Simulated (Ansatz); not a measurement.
Born–Oppenheimer molecular dynamics of ClH3S2Si (7 atoms, charge 0, multiplicity 1). It starts at the highest image of a converged band, a first-order saddle point between two minima.

Computed with Ansatz 0.2.0, UKS PBE0/cc-pVDZ.

- ensemble: NVE (velocity Verlet)
- time step: 0.5 fs
- steps asked: 200
- starting velocities drawn for: 100 K
- seed: 2958

First frame:

```xyz
7
Properties=species:S:1:pos:R:3
S -1.955 1.391 -0.323
S -0.195 0.630 -1.351
Si 0.815 -0.234 0.412
Cl -0.360 -1.712 1.233
H -1.323 -0.196 -1.307
H 2.090 -0.851 -0.060
H 0.990 0.904 1.350
```

How far do the bonds stretch over the last three quarters of this one trajectory? (Pairs bonded in most of those frames.)


```csv
bond,mean (Å),spread (Å),shortest,longest
S1–S2,2.066,0.070,1.95,2.16
S2–Si3,2.225,0.017,2.19,2.25
S2–H5,1.401,0.026,1.35,1.45
Si3–Cl4,2.067,0.020,2.03,2.09
Si3–H6,1.497,0.024,1.46,1.53
Si3–H7,1.484,0.027,1.44,1.52
```

Mean temperature of the second half: 554 K. The conserved energy stayed within 0.055 meV per atom of its start (net change 0.0033 meV per atom), so the integration is sound. The kinetic energy rose, since the run started high on the potential surface and went downhill. A run of 0.1 ps of so small a system gives no equilibrium averages. The orbitals stay closed-shell, which can raise the energy where a bond breaks towards radicals; this wasn't checked here.

Run time: 6.7 min on 2 threads of Intel(R) Xeon(R) 6975P-C (Granite Rapids), on a shared host, peak memory 0.3 GiB.
